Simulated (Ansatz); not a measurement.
Ideal-gas functions of hafnium tetrachloride at 800 K and 1 bar, from an Ansatz frequency run at PBE0-D4/def2-TZVP.

Molar mass 320.3 g/mol, point group Td (symmetry number 12), electronic degeneracy 1, moments of inertia 507.917, 507.923, 507.933 u Å². Harmonic wavenumbers (cm⁻¹, unscaled): 99, 99, 101, 101, 101, 384, 395, 395, 395.

Use S(trans) = R[1.5 ln M + 2.5 ln T − 1.1517]; rotational temperatures θ = 24.2544 K / I; S(rot) = R[ln(√π/σ · √(T³/θAθBθC)) + 1.5]; for each mode x = 1.438777 ν̃/T, S = R[x/(eˣ − 1) − ln(1 − e⁻ˣ)] and H = RT x/(eˣ − 1); 1 cm⁻¹ = 0.0119627 kJ/mol; R = 8.31446 J/(mol·K).

Task: By hand: the entropy, in J/(mol·K).

Result: Translation 201.3. Rotation: θ = 0.0478, 0.0478, 0.0478 K, giving 117.9. Vibration, mode by mode: 22.67, 22.67, 22.51, 22.51, 22.51, 11.56, 11.33, 11.33, 11.33, in all 158.4. Electronic 0.0. Sum 477.6 J/(mol·K).

Task: By hand: H − E and G − E in kJ/mol, counted from the electronic energy.

Result: Zero-point energy ½ × 2070 × 0.0119627 = 12.4; thermal vibration 48.7; translation, rotation and pV give 4 RT = 26.6. H − E = 87.7 kJ/mol, and G − E = 87.7 − 800 × 477.6/1000 = -294.4 kJ/mol.

Vibration gives 33 % of the entropy, 112.9 J/(mol·K) of it from the modes under 150 cm⁻¹: soft modes count most, and the harmonic formula is weakest for them.
